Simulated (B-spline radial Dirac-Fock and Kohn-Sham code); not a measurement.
Photoemission from Ir at Mg Kα (1253.6 eV), detector at θ = 90°, φ = 0°

System: neutral iridium in the configuration [Xe] 4f14 5d7 6s2. Method: Dirac-Hartree-Slater photoionisation with a Latter tail; cross sections with all multipoles, angular parameters from the dipole term and its interference with E2. Computed with a B-spline atomic structure program. Thresholds are tabulated edges, those marked * orbital energies of the model. For linearly polarised light dσ/dΩ = σ/(4π) [1 + β P₂(cos θ) + (δ + γ cos²θ) sin θ cos φ], with θ from the polarisation vector and φ the angle between the beam and the projection of the electron momentum on the plane normal to the polarisation. The dipole factor is 1 + βP₂ and the non-dipole term is the rest of the bracket. Open shells are filled statistically over j.

Input of the calculation (task.json; shells as n, l, electrons):

```json
{"items": [{
  "Z": 77,
  "q": 0,
  "cfg": [[1, 0, 2], [2, 0, 2], [2, 1, 6], [3, 0, 2], [3, 1, 6], [3, 2, 10], [4, 0, 2], [4, 1, 6], [4, 2, 10], [4, 3, 14], [5, 0, 2], [5, 1, 6], [5, 2, 7], [6, 0, 2]],
  "A": 193,
  "rrms": 5.4032,
  "do": "xps",
  "hv": [60, 66.0, 79.7, 80, 111.0, 121.0, 150, 178.0, 400, 444.0, 523.0, 547.0, 600, 735.0, 963.0, 1010.0, 1253.6, 1420.0, 2000, 2150.0, 2820.0, 3520.0, 3740.0, 4490.0, 5414.7, 5510.0, 6170.0, 6910.0, 8070.0, 9900.0],
  "edges": {"K": 76111.0, "L1": 13419.0, "L2": 12824.0, "L3": 11215.0, "M1": 3174.0, "M2": 2909.0, "M3": 2551.0, "M4": 2116.0, "M5": 2040.0, "N1": 691.1, "N2": 577.8, "N3": 495.8, "N4": 311.9, "N5": 296.3, "N6": 63.8, "N7": 60.8, "O1": 95.2, "O2": 63.0}
}]}
```

Launch: `python xray2_run.py task.json out`

```
subshell  threshold (eV)  σ (kb)     β      γ      δ  dipole factor  non-dipole term  dσ/dΩ (kb/sr)
      4s           691.1    32.5  1.85   0.67  0.001          0.074           +0.001          0.194
   4p1/2           577.8    34.5  1.33   0.48  0.031          0.335           +0.031           1.01
   4p3/2           495.8    97.7  1.32   0.33  0.020          0.339           +0.020           2.79
   4d3/2           311.9     134  1.05   0.01  0.005          0.476           +0.005           5.11
   4d5/2           296.3     197  1.16  -0.01  0.005          0.418           +0.005           6.62
   4f5/2           63.80     137  1.02   0.17  0.073          0.488           +0.073           6.13
   4f7/2           60.80     175  1.03   0.18  0.073          0.487           +0.073           7.81
      5s           95.20    7.77  1.88   0.44  0.000          0.058            0.000         0.0355
   5p1/2           63.00    7.25  1.59   0.33  0.000          0.207            0.000          0.120
   5p3/2          56.26*    17.5  1.53   0.21  0.000          0.236            0.000          0.330
   5d3/2          11.48*    8.38  1.22  -0.02  0.002          0.388           +0.002          0.260
   5d5/2          10.08*    11.7  1.31  -0.03  0.003          0.346           +0.003          0.325
      6s           8.41*   0.761  1.89   0.42  0.000          0.056            0.000        0.00336
```
